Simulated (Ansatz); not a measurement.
Geometry optimisation, RKS PBE-D4/def2-SVP in Ansatz 0.2.0.

The input (input.yaml):

```yaml
crystal:
  periodic: [false, false, false]
  atoms:
    - { symbol: F, position_ang: [-0.5857, -1.0438, 1.4252] }
    - { symbol: B, position_ang: [-0.1461, -0.2226, 0.3004] }
    - { symbol: S, position_ang: [1.6015, 0.4003, 0.2845] }
    - { symbol: S, position_ang: [-1.2041, 0.1879, -1.1485] }
    - { symbol: H, position_ang: [2.0924, -0.7711, -0.3677] }
    - { symbol: H, position_ang: [-1.7159, 1.3852, -0.54] }
basis:
  gaussian: { orbitals: def2-SVP }
hamiltonian:
  xc: pbe
  dispersion: d4
relax:
  f_tol: 0.015
  max_steps: 40
```

Launched with:

```bash
$ ansatz run input.yaml --threads 1 --pin off --max-ram 2048MiB --backend cpu --events-out ev --progress --plain --runs-dir out
```

Task: Where does it end, and by what steps?

Result: The run converged. After 12 steps the energy has fallen by 1.462 eV; H6 moved furthest, 0.94 Å.

```csv
step,energy less start (eV),largest force component (eV/Å),accepted
0,0.0000,2.928,yes
1,-0.3597,1.972,yes
2,-0.4196,1.020,yes
3,-0.4678,0.758,yes
4,-0.6036,1.083,yes
5,-0.7538,1.663,yes
6,-1.2097,0.963,yes
7,-1.4074,0.278,yes
8,-1.4148,0.838,yes
9,-1.4218,0.649,yes
10,-1.4534,0.312,yes
11,-1.4613,0.027,yes
12,-1.4616,0.010,yes
```

```xyz
6
Properties=species:S:1:pos:R:3
F -0.462 -0.773 1.023
B -0.001 -0.024 0.010
S 1.767 -0.019 -0.414
S -1.132 1.010 -0.970
H 2.107 -0.906 0.564
H -2.237 0.649 -0.260
```

Time of the run: 25 s on 1 CPU thread of a shared host.
